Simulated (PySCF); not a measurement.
C₁₀H₈BrClN₂.
Z-matrix (Å and degrees, PBE0-D3(BJ)/def2-SVP geometry), rows numbered from 1:
```
C 
N   1  1.4399
N   2  1.3294  1  120.94
C   3  1.3326  2  106.29  1  -179.42
C   4  1.4671  3  120.57  2  -179.98
C   5  1.4024  4  120.12  3    -0.09
C   6  1.3892  5  121.02  4   179.93
C   7  1.3951  6  119.47  5    -0.00
Br  8  1.8877  7  119.74  6  -179.98
C   8  1.3934  7  120.57  6     0.05
C  10  1.3916  8  119.39  7    -0.06
C   4  1.4177  3  110.79  2    -0.11
C   2  1.3562  1  127.60  3  -179.44
Cl 13  1.7052  2  121.40  1    -0.65
H   1  1.0994  2  110.67  3  -124.07
H   1  1.1001  2  110.99  3   114.89
H   1  1.0952  2  106.90  3    -4.59
H   6  1.0913  5  118.68  4    -0.05
H   7  1.0913  6  120.51  5  -180.00
H  10  1.0911  8  120.11  7   179.97
H  11  1.0920  5  120.11  4     0.04
H  12  1.0856  4  129.70  3  -179.90
```

Computed, not measured: PBE0-D3(BJ)/def2-SVP geometry optimisation, gas phase in PySCF 2.14.0.

Masses are those of the commonest isotopes; rigid-rotor values at the optimised geometry. The values belong to one conformer with, in the numbering `[CH3:1][n:2]1[n:3][c:4](-[c:5]2[cH:6][cH:7][c:8]([Br:9])[cH:10][cH:11]2)[cH:12][c:13]1[Cl:14]`, N3–C4–C5–C6 0°.

**Question.** Give the principal moments of inertia and the rotational constants in cm⁻¹.

**Answer.** Ia = 245.14, Ib = 3669.58, Ic = 3911.49 u·Å²; 505379 MHz·u·Å²/I gives 2062, 137.7 and 129.2 MHz, that is A = 0.06877, B = 0.00459, C = 0.00431 cm⁻¹.

**Question.** What kind of rotor is it?

**Answer.** A near-prolate asymmetric top; Ray's κ = -0.991.

**Question.** What does the inertial defect say?

**Answer.** Not planar: Δ = Ic − Ia − Ib = -3.23 u·Å². For a rigid frame Δ = −2 Σ m c², so Σ m c² = 1.62 u·Å² lies off the ab plane, practically all of it from hydrogen. The atom farthest from that plane is 0.94 Å away.

**Question.** List the rotational levels J(Ka,Kc) to J = 3 (cm⁻¹).

**Answer.** Above 0(0,0):
J = 1: 1(0,1) 0.0089, 1(1,1) 0.0731, 1(1,0) 0.0734
J = 2: 2(0,2) 0.0267, 2(1,2) 0.0906, 2(1,1) 0.0915, 2(2,1) 0.2840, 2(2,0) 0.2840
J = 3: 3(0,3) 0.0534, 3(1,3) 0.1169, 3(1,2) 0.1186, 3(2,2) 0.3107, 3(2,1) 0.3107, 3(3,1) 0.6323, 3(3,0) 0.6323
The levels of one J sum to (2J + 1)J(J + 1)(A + B + C)/3.

**Question.** Which lines would a microwave search look for?

**Answer.** The dipole components are |μa| = 3.35 D, |μb| = 0.30 D, |μc| = 0.01 D. Intensities carry the squares of the components, which stand as 1.00 : 0.01 : 0.00 (a : b : c). Some lines, for components of 0.1 D or more:

```
type  branch         J(Ka,Kc)    MHz  lower level (cm⁻¹)
   a       R  2(0,2) ← 1(0,1)    534               0.009
   a       R  2(1,1) ← 1(1,0)    542               0.073
   a       R  3(1,3) ← 2(1,2)    788               0.091
   a       R  3(0,3) ← 2(0,2)    801               0.027
   a       R  3(2,2) ← 2(2,1)    801               0.284
   a       R  3(2,1) ← 2(2,0)    801               0.284
   b       Q  1(1,0) ← 1(0,1)   1932               0.009
   b       Q  2(1,1) ← 2(0,2)   1941               0.027
   b       Q  3(1,2) ← 3(0,3)   1954               0.053
   b       R  1(1,1) ← 0(0,0)   2191               0.000
   b       R  3(1,3) ← 2(0,2)   2703               0.027
   b       Q  3(2,1) ← 3(1,2)   5759               0.119
   b       Q  2(2,0) ← 2(1,1)   5772               0.091
   b       Q  2(2,1) ← 2(1,2)   5797               0.091
   b       Q  3(2,2) ← 3(1,3)   5810               0.117
   b       R  2(2,1) ← 1(1,0)   6314               0.073
   b       R  2(2,0) ← 1(1,1)   6323               0.073
   b       R  3(2,2) ← 2(1,1)   6573               0.091
   b       R  3(2,1) ← 2(1,2)   6598               0.091
   b       Q  3(3,0) ← 3(2,1)   9641               0.311
   b       Q  3(3,1) ← 3(2,2)   9641               0.311
   b       R  3(3,1) ← 2(2,0)  10442               0.284
   b       R  3(3,0) ← 2(2,1)  10442               0.284
```

Not checked by PBE0-D3(BJ)/def2-SVP frequencies. No vibrational averaging or centrifugal distortion is included, and the geometry carries the error of its method. A rigid rotor knows nothing of internal rotation, which can split or shift real lines. Quadrupole hyperfine structure (14N, 35Cl, 79Br) is left out.
